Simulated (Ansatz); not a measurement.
The same redistribution along the group B, Al, Ga, In.

Isolated molecules relaxed with PBE0-D4/def2-TZVP in Ansatz; ΔE leaves out vibrations. CCSD(T)/CBS adds triple-zeta CCSD(T) − MP2 to the extrapolated MP2 energy (def2 sets, frozen cores). This one scheme is used for every species. Elements past krypton have def2 core potentials. For In outer-core shells are correlated without core-valence functions, which leaves a few kJ/mol of doubt a bond. One conformer a species, not always the lowest.

(1) Order these by ΔE at CCSD(T)/CBS, lowest first. (An estimate is asked.)
A. `[F][Al]([SH])[SH]` + `N[SiH]([SiH3])S` → `[NH2][Al]([SH])[SH]` + `F[SiH]([SiH3])S`
B. `FB(S)S` + `N[SiH]([SiH3])S` → `NB(S)S` + `F[SiH]([SiH3])S`
C. `[F][In]([SH])[SH]` + `N[SiH]([SiH3])S` → `[NH2][In]([SH])[SH]` + `F[SiH]([SiH3])S`

Largest T1 diagnostic: 0.015, for `[F][In]([SH])[SH]`.

## Answers

(1) B (-61.3 kJ/mol), C (-34.9 kJ/mol), A (+9.3 kJ/mol).
